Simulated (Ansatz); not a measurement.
`[F][Ge][F]` + silanol → `[F][Ge][O][SiH3]` + H–F at 500 K and 1 bar (ligand exchange at a Ge–F bond).

Calculated with Ansatz (gas phase, PBE0-D4/def2-TZVP geometries, no zero-point term in ΔE). CCSD(T)/CBS adds triple-zeta CCSD(T) − MP2 to the extrapolated MP2 energy (def2 sets, frozen cores). This one scheme is used for every species. For Ge outer-core shells are correlated without core-valence functions, which leaves a few kJ/mol of doubt a bond. Scalar relativity is left out up to krypton. Each species was taken in one conformer, which may not be the lowest.

```json
{"species": "`[F][Ge][F]`", "CCSD(T)/CBS energy (Eh)": "-2275.77030", "H − E (kJ/mol)": "31.8", "S (J/(mol·K))": "297.3"}
{"species": "`O[SiH3]`", "CCSD(T)/CBS energy (Eh)": "-366.69042", "H − E (kJ/mol)": "127.5", "S (J/(mol·K))": "292.9"}
{"species": "`[F][Ge][O][SiH3]`", "CCSD(T)/CBS energy (Eh)": "-2542.06230", "H − E (kJ/mol)": "121.3", "S (J/(mol·K))": "396.0"}
{"species": "H–F", "CCSD(T)/CBS energy (Eh)": "-100.39570", "H − E (kJ/mol)": "39.4", "S (J/(mol·K))": "188.7"}
```

H − E and S are ideal-gas, rigid-rotor, harmonic terms from PBE0-D4/def2-TZVP, for one conformer and one mirror image of each species. 1 Eh = 2625.50 kJ/mol, R = 8.31446 J/(mol·K).

Problem. By hand: ΔE, ΔH, ΔS and ΔG.

Solution. ΔE = (-2542.06230) + (-100.39570) − (-2275.77030) − (-366.69042) = 0.00272 Eh = 7.1 kJ/mol. Δ(H − E) = 121.3 + 39.4 − 31.8 − 127.5 = 1.4, so ΔH = 8.5 kJ/mol. ΔS = 396.0 + 188.7 − 297.3 − 292.9 = -5.5 J/(mol·K). ΔG = 8.5 − 500 × (-5.5)/1000 = 11.2 kJ/mol.

Problem. By hand: the equilibrium constant, and the temperature at which ΔG would vanish if ΔH and ΔS stayed fixed.

Solution. log₁₀ K = −ΔG/(RT ln 10) = -1.2. ΔH and −TΔS have one sign here, so there is no such temperature.

The number of gas molecules stays the same, so ΔS is small and ΔH decides. A doubt of 5 kJ/mol in ΔE shifts log₁₀ K by 0.5 here. Other conformers and mirror images would add mixing entropy, several J/(mol·K) or more a flexible species. These are equilibria of isolated gas molecules and say nothing of rates. Largest T1 diagnostic: 0.015 (customary marks: 0.02 for closed shells, 0.045 for open ones).

ΔS is within the doubt of such terms, so its sign, and with it that verdict, could turn.
